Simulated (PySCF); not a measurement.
Molecule: SMILES [SiH3]C[Si@@H]1CCCN1, C$_{4}$H$_{13}$NSi$_{2}$.

Cartesian coordinates in Å; atom numbers follow the order of the lines, from 1:
```xyz
20

Si    2.9969    0.2284   -0.9335
C     1.6479   -0.9284   -0.2830
Si    0.3112   -0.0429    0.7270
C    -1.3077   -0.9930    1.0505
C    -2.2927   -0.3774    0.0587
C    -1.9339    1.0968   -0.1012
N    -0.4918    1.1416   -0.2254
H     3.6378    0.9108    0.1937
H     2.4345    1.2295   -1.8423
H     4.0128   -0.5433   -1.6593
H     1.1987   -1.4605   -1.1205
H     2.1085   -1.6852    0.3499
H     0.8797    0.4400    2.0022
H    -1.2504   -2.0709    0.9203
H    -1.6472   -0.8118    2.0695
H    -2.1761   -0.8652   -0.9103
H    -3.3298   -0.4935    0.3782
H    -2.2845    1.6658    0.7723
H    -2.4018    1.5237   -0.9942
H    -0.1172    2.0462   -0.4557
```

Frames of a GFN2-xTB Langevin trajectory at 300 K; GIAO PBE0/pcSseg-1 shieldings in PySCF 2.14, gas phase, non-relativistic; equivalent atoms averaged within each frame.

References, each an isolated molecule treated in the same way: $^{29}$Si (349.16 ppm) and $^{13}$C (186.93 ppm) and $^{1}$H (31.72 ppm) against TMS; $^{15}$N (267.73 ppm) vs NH3. The references are static minima.

Task: How do the shifts (ppm) fluctuate along the trajectory?

Result: 
```tsv
time (fs)	Si3	Si1	C6	C5	C4	C2	N7	H13	H8/H9/H10	H19
optimised geometry	-7.1	-78.6	50.3	28.4	13.5	-5.1	38.3	5.02	3.96	3.37
250	-9.7	-78.3	52.3	29.9	21.7	-4.7	30.7	5.04	4.17	3.53
425	10.6	-70.4	63.4	27.9	17.3	-4.5	42.1	5.07	4.60	5.17
625	-4.1	-81.0	53.3	28.0	16.2	3.0	40.0	5.59	3.68	3.32
800	-13.2	-81.9	50.8	29.2	6.6	1.9	35.7	4.31	4.07	4.03
1000	0.3	-77.2	45.2	24.1	9.1	-6.7	24.6	5.96	3.70	3.32
mean of frames	-3.2	-77.8	53.0	27.8	14.2	-2.2	34.6	5.19	4.04	3.87
standard deviation	9.3	4.5	6.6	2.3	6.2	4.3	7.1	0.63	0.38	0.78
```

5 frames give an uncertainty of the mean of about the standard deviation over 2.2 at best, since frames this close in time may not be independent; classical motion lacks zero-point vibration, and the reference would need the same averaging.
